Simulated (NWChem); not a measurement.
Molecule: CH3FTe; SMILES C[Te]F

```xyz
6

Te     0.3707     0.0376     0.0000
F     -1.0052     1.4508     0.0000
C     -1.0636    -1.5759     0.0001
H     -0.4813    -2.5194    -0.0078
H     -1.6890    -1.5149    -0.9088
H     -1.6807    -1.5244     0.9151
```
Atoms are numbered in this order, from 1.

Results from NWChem. The geometry was optimised at PBE-D3(BJ)/def2-SVP (def2 core potentials past Kr).

**Question.** What does the run give for PBE/STO-3G, non-relativistic? Quantities: highest occupied level (eV); orbital gap (eV); dipole (D).

**Answer.** 
```json
{
 "highest occupied level (eV)": "-1.74",
 "orbital gap (eV)": "2.94",
 "dipole (D)": "1.22"
}
```
